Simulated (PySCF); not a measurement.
Geometries of 4 isomers of C5H9OP, from PBE0-D3(BJ)/def2-SVP geometry optimisation, gas phase (PySCF). One conformer each, no zero-point energy, no frequencies.

Question: Which is lowest in electronic energy at this level?
A.
```xyz
16
angstrom
C      3.331    0.128   -0.290
C      2.166   -0.652   -0.795
C      0.877   -0.395   -0.513
P     -0.452   -1.419   -1.181
C     -1.816   -0.675   -0.518
O     -1.843    0.393    0.286
C     -3.110    0.847    0.692
H      3.937    0.522   -1.123
H      3.012    0.974    0.336
H      4.005   -0.509    0.308
H      2.401   -1.505   -1.447
H      0.617    0.453    0.133
H     -2.799   -1.104   -0.766
H     -2.951    1.725    1.332
H     -3.726    1.143   -0.175
H     -3.647    0.075    1.270
```
B.
```xyz
16
angstrom
C      3.106    0.615    0.008
O      2.014    0.592   -0.876
C      0.827    0.272   -0.364
P      0.501   -0.114    1.256
C     -1.314   -0.434    1.191
C     -2.030   -1.126    0.061
C     -2.298    0.318    0.335
H      3.991    0.896   -0.576
H      2.938    1.347    0.818
H      3.256   -0.379    0.469
H      0.065    0.291   -1.154
H     -1.670   -0.690    2.195
H     -1.439   -1.389   -0.821
H     -2.803   -1.858    0.314
H     -1.898    1.066   -0.356
H     -3.258    0.595    0.782
```
C.
```xyz
16
angstrom
C      2.880   -0.213   -0.517
C      1.560   -0.397   -0.485
P      0.693   -0.093    1.073
O      1.595    0.372    2.172
C     -0.645    1.060    0.687
C     -1.785    0.811    0.029
C     -2.217   -0.484   -0.573
H      3.403    0.106    0.392
H      3.468   -0.369   -1.427
H      0.991   -0.710   -1.368
H      0.014   -1.331    1.302
H     -0.445    2.066    1.072
H     -2.488    1.645   -0.097
H     -3.216   -0.770   -0.206
H     -1.525   -1.312   -0.367
H     -2.308   -0.383   -1.668
```
D.
```xyz
16
angstrom
C      2.460    0.531   -0.641
C      1.740   -0.552   -0.345
C      0.447   -0.538    0.396
C     -0.770   -1.328   -0.152
C     -1.880   -0.419    0.418
P     -0.650    0.945    0.416
O     -0.580    2.083    1.377
H      3.410    0.456   -1.176
H      2.135    1.535   -0.344
H      2.109   -1.541   -0.648
H      0.598   -0.821    1.455
H     -0.772   -1.311   -1.254
H     -0.820   -2.380    0.167
H     -2.807   -0.304   -0.160
H     -2.125   -0.679    1.459
H     -0.632    1.309   -0.967
```

Answer: D. That is `C=C[C@@H]1CC[P@H]1=O`, 8.9 kcal/mol below the next.

| SMILES | atoms numbered as above | E (Eh) | relative (kcal/mol) | relative (kJ/mol) | dipole (D) |
| --- | --- | --- | --- | --- | --- |
| C=C[C@@H]1CC[P@H]1=O | [CH2:1]=[CH:2][C@@H:3]1[CH2:4][CH2:5][P@H:6]1=[O:7] | -611.75453 | 0.0 | 0.0 | 4.08 |
| C=C[P@@H](=O)/C=C\C | [CH2:1]=[CH:2][P@@H:3](=[O:4])/[CH:5]=[CH:6]\[CH3:7] | -611.74035 | 8.9 | 37.2 | 4.59 |
| C/C=C/P=C\OC | [CH3:1]/[CH:2]=[CH:3]/[P:4]=[CH:5]\[O:6][CH3:7] | -611.72011 | 21.6 | 90.4 | 2.38 |
| CO/C=P/C1CC1 | [CH3:1][O:2]/[CH:3]=[P:4]/[CH:5]1[CH2:6][CH2:7]1 | -611.71279 | 26.2 | 109.6 | 0.36 |

As drawn, the lowest has a four-membered ring, a P=O bond and a C=C bond outside aromatic rings, which the highest lacks; the highest has a three-membered ring, which the lowest lacks.
